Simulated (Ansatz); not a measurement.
Ideal-gas functions of `[PH3+][B-](Cl)(Cl)Cl` at 500 K and 1 bar, from an Ansatz frequency run at PBE0-D4/def2-TZVP.

Molar mass 151.17 g/mol, point group C3v (symmetry number 3), electronic degeneracy 1, moments of inertia 329.618, 329.628, 337.298 u Å². Harmonic wavenumbers (cm⁻¹, unscaled): 116, 116, 197, 228, 228, 237, 403, 552, 552, 653, 788, 789, 1006, 1100, 1100, 2492, 2522, 2522.

Use S(trans) = R[1.5 ln M + 2.5 ln T − 1.1517]; rotational temperatures θ = 24.2544 K / I; S(rot) = R[ln(√π/σ · √(T³/θAθBθC)) + 1.5]; for each mode x = 1.438777 ν̃/T, S = R[x/(eˣ − 1) − ln(1 − e⁻ˣ)] and H = RT x/(eˣ − 1); 1 cm⁻¹ = 0.0119627 kJ/mol; R = 8.31446 J/(mol·K).

Question: By hand: the entropy, in J/(mol·K).

Answer: Translation 182.2. Rotation: θ = 0.0736, 0.0736, 0.0719 K, giving 118.2. Vibration, mode by mode: 17.48, 17.48, 13.14, 11.97, 11.97, 11.66, 7.53, 5.29, 5.29, 4.19, 3.09, 3.08, 1.88, 1.52, 1.52, 0.05, 0.05, 0.05, in all 117.2. Electronic 0.0. Sum 417.6 J/(mol·K).

Question: By hand: H − E and G − E in kJ/mol, counted from the electronic energy.

Answer: Zero-point energy ½ × 15601 × 0.0119627 = 93.3; thermal vibration 30.0; translation, rotation and pV give 4 RT = 16.6. H − E = 139.9 kJ/mol, and G − E = 139.9 − 500 × 417.6/1000 = -68.9 kJ/mol.

Vibration gives 28 % of the entropy, 35.0 J/(mol·K) of it from the modes under 150 cm⁻¹: soft modes count most, and the harmonic formula is weakest for them. The sum counts one conformer and one mirror image; others add a mixing term.
